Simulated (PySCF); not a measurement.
**Worked example: oscillator strength and radiative lifetime**

C3H6BFO, SMILES C=CB(F)CO.

Geometry: ωB97X-D3(BJ)/def2-SVP. The structure was generated by enumeration, and PubChem lists no compound with its InChIKey, so it may never have been made. One conformer was computed; it need not be the lowest.

TDA-PBE/def2-SVPD (PySCF) puts the first singlet state with f over 0.02 at 6.39 eV (vertical), with the transition dipole (-1.552, 0.049, 0.349) in atomic units.

**Question.** Find the oscillator strength, the wavelength and the radiative lifetime that this transition would have in vacuum if emission retraced absorption.

**Answer.** 
|μ|² = 2.5329 au, so |μ| = 4.05 D. ΔE = 6.39/27.211 = 0.2348 hartree. f = (2/3) ΔE |μ|² = 0.397 (the program prints 0.396).
λ = 1239.84/6.39 = 194 nm; ν = 51539 cm⁻¹.
Einstein's coefficient A = 0.6670 ν² f s⁻¹ (ν in cm⁻¹) = 7.0e8 s⁻¹, so τ = 1/A = 1.4 ns. This state is S6; the lower singlets have f = 0.003, 0.014, 0.005, 0.001, 0.001. The figure is the radiative limit of this one transition; relaxation, internal conversion, crossing to triplets and a medium change what is measured.
